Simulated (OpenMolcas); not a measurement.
Ir6+ among 6 point charges of -1.7 e arranged as an octahedron (Oh).

| Item | Value |
| --- | --- |
| Program | OpenMolcas |
| Method | CASSCF |
| Basis | ANO-RCC-VDZP [7s6p4d2f] |
| Scalar Hamiltonian | DKH2, point nucleus |
| Active space | 3 electrons in 5 orbitals (5d) |
| State averaging | 2S+1 = 4 even, 10 roots; 2S+1 = 2 even, 40 roots |
| Spin-orbit coupling | state interaction with AMFI integrals over the reference wave functions |

All point charges move together. At R = 2.23 Å |10Dq| is 3614 cm-1, and at R = 2.33 Å it is 2912 cm-1.

Question: A third run gives 4635 cm-1. What distance was it run at?

Answer: With a power law R^-n the two known points give n = -ln(2912 / 3614) / ln(2.33 / 2.23) = 4.92. Then R = 2.23 × (3614 / 4635)^(1/4.92) = 2.120 Å. The run was at 2.12 Å, so the estimate is off by 0 Å.

Without dynamic correlation the repulsion within the d shell is too large (B by tens of per cent), so at a given field states of lower spin stand too high. Spin-orbit coupling mixes the spin-free states strongly: the lowest level takes only 37 % from its leading state, 4T2, which lies 4554 cm-1 above the lowest spin-free state (figures for R = 2.12; the like holds for R = 2.23, R = 2.33). This field is weak: 10Dq is about 4635 cm-1, while octahedral complexes of 5d ions of charge 3 and more, computed by the same method with explicit ligands, had a median near 35000 cm-1. Ground spin and moment need not be those of a real site (figures for R = 2.12; the like holds for R = 2.23, R = 2.33). Point charges carry no covalency, so the field is a model and not that of real ligands. No measured value stands beside these numbers.
